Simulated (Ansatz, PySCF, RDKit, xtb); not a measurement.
Complex: CH4 (SMILES C) (first 5 atoms) with C2H6O (SMILES COC); geometry from B3LYP-D3(BJ)/def2-TZVP, rigid monomers moved along the line of their centres of mass till H5···O7 is 2.30 Å.
(charge 0, multiplicity 1):
| atom | x (Å) | y (Å) | z (Å) |
|---|---|---|---|
| C | 0.1001 | 0.0483 | -0.3766 |
| H | 1.1471 | 0.2851 | -0.5645 |
| H | -0.5087 | 0.4342 | -1.1935 |
| H | -0.0194 | -1.0335 | -0.3196 |
| H | -0.2139 | 0.5011 | 0.5626 |
| C | 1.1173 | 0.2399 | 3.0094 |
| O | -0.2676 | 0.4651 | 2.8646 |
| C | -1.0225 | -0.7189 | 2.9955 |
| H | 1.4924 | -0.4512 | 2.2435 |
| H | 1.3532 | -0.1743 | 3.9985 |
| H | 1.6176 | 1.2005 | 2.8968 |
| H | -0.7449 | -1.4571 | 2.2319 |
| H | -2.0709 | -0.4534 | 2.8684 |
| H | -0.8846 | -1.1733 | 3.9854 |

Counterpoise-corrected where a basis set is named; no monomer relaxation. Rows marked so take none.

Rows in 6-31G* carry no dispersion term and start afresh at each structure (6-31G* with six Cartesian d functions).

Codes used: Ansatz (a quantum-chemistry and plane-wave program); PySCF for 6-31G* rows; RDKit for the force fields; xtb for the GFN methods. Values without a source in brackets are computed.

Task: One of these levels gives -100.7 meV for the interaction energy. Which?
A. HF/aug-cc-pVDZ
B. GFN-FF
C. M06-2X/6-31G* (no counterpoise)
D. MMFF94

Result: C, M06-2X/6-31G* (no counterpoise). The others give 66.3 (MMFF94), -30.8 (GFN-FF), 83.5 (HF/aug-cc-pVDZ)
